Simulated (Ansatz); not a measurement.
`[AlH2][S][SnH3]` + `CC1=CO1` → `[SnH3][C]1=CO1` + `C[S][AlH2]`  (formal exchange of groups at the Sn–S bond)

Program: Ansatz. Geometries: PBE0-D4/def2-TZVP. ΔE: electronic, gas phase. CCSD(T)/CBS is the MP2 limit (def2-TZVPP, def2-QZVPP) plus CCSD(T) − MP2 in def2-TZVPP, frozen cores. Functionals use def2-TZVPP. B3LYP here is the variant with VWN-RPA as its local correlation; programs differ in this. HSE06 is defined as in plane-wave codes. Elements past krypton have def2 core potentials. For Sn outer-core shells are correlated without core-valence functions, which leaves a few kJ/mol of doubt a bond.

```tsv
level	ΔE (kJ/mol)	difference from CCSD(T)/CBS
LDA (SPW92)	106.5	7.6
PBE-D4	101.7	2.8
revPBE-D4	98.4	-0.5
BLYP-D4	97.6	-1.3
r2SCAN-D4	108.5	9.6
B97M-V	112.4	13.5
PBE0-D4	108.2	9.3
r2SCANh-D4	110.1	11.2
r2SCAN0-D4	112.5	13.6
HSE06-D4	108.2	9.3
BHLYP-D4	113.8	14.9
CAM-B3LYP-D4	105.7	6.8
ωB97M-V	106.9	8.0
B2PLYP	98.7	-0.2
PBE-QIDH	105.0	6.1
PBE	100.9	2.0
BLYP	96.7	-2.2
r2SCAN	108.3	9.4
PBE0	107.5	8.6
B3LYP	102.9	4.0
r2SCANh	110.0	11.1
r2SCAN0	112.3	13.4
HSE06	107.5	8.6
BHLYP	110.9	12.0
CAM-B3LYP	104.8	5.9
LC-ωPBE	106.5	7.6
RPA@PBE/def2-TZVPP	91.8	-7.1
HF/def2-SVP	133.9	35.0
MP2/def2-SVP	102.1	3.2
CCSD/def2-SVP	108.7	9.8
CCSD(T)/def2-SVP	104.2	5.3
HF/def2-TZVPP	122.8	23.9
MP2/def2-TZVPP	93.4	-5.5
SCS-MP2/def2-TZVPP	91.7	-7.2
HF/def2-QZVPP	122.6	23.7
MP2/def2-QZVPP	95.6	-3.3
SCS-MP2/def2-QZVPP	93.9	-5.0
HF/CBS(def2)	122.6	23.7
MP2/CBS(def2)	97.4	-1.5
CCSD/CBS(def2)	103.8	4.9
CCSD(T)/CBS	98.9	0
```

Largest T1 diagnostic among the species: 0.029, so the coupled-cluster value is less sure than usual.

From r2SCAN to r2SCAN0 (25 % exact exchange), in def2-TZVPP and without D4, ΔE moves by +4.0 kJ/mol. Leaving LDA and LC-ωPBE aside and taking each functional with its dispersion term where it has one, the values spread over 16.2 kJ/mol, from BLYP-D4 to BHLYP-D4. LDA lies +5.6 kJ/mol from PBE without D4.
